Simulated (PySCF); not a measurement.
Species: C4H9FSi.
Z-matrix (Å and degrees, GFN2-xTB geometry), rows numbered from 1:
```
C 
Si  1  1.8933
C   2  1.9145  1  118.10
C   3  1.5325  2   90.09  1   126.55
F   4  1.3804  3  112.84  2  -135.28
C   4  1.5326  3  100.67  2   -14.71
H   1  1.0860  2  111.81  3   -44.32
H   1  1.0851  2  110.77  3  -164.68
H   1  1.0851  2  110.73  3    76.08
H   2  1.4680  1  112.67  3  -135.64
H   3  1.0860  2  120.41  1  -115.19
H   3  1.0881  2  113.69  1    14.89
H   4  1.0937  3  112.44  2   105.15
H   6  1.0860  2  120.46  1   115.24
H   6  1.0882  2  113.67  1   -14.87
```

NICS is the negative of the GIAO shielding at a point without a nucleus: at the ring centre (0) and 1 Å above and below it (1); zz is the component along the ring normal. Level: GIAO PBE0/pcSseg-1 (PySCF, non-relativistic, gas phase) on the GFN2-xTB geometry, one conformer.

Ring bond lengths (Å), with Mayer bond orders in brackets: Si2–C3 1.915 (0.93), C3–C4 1.533 (1.00), C4–C6 1.533 (1.00), C6–Si2 1.915 (0.93).

**Question.** What do the NICS probes read (ppm)?

**Answer.** 
```
        ring                                              type  NICS(0)  NICS(1), two faces  NICS(1)zz, two faces  rms pucker (Å)  centre to ring atoms, mean (Å)
Si2–C3–C4–C6  4-membered ring with Si; formal bonds all single     -1.2         -0.8 / -3.0             6.4 / 0.2            0.10                            1.21
```

**Question.** What can be read from them?

**Answer.** 
- Si2–C3–C4–C6: mean NICS(1)zz 3.3 ppm, deshielded. Si2, C3, C4, C6 have four or more neighbours, and the NICS criterion for π rings isn't applied. The two faces differ by 6.2 ppm, so no symmetry operation interchanges them.
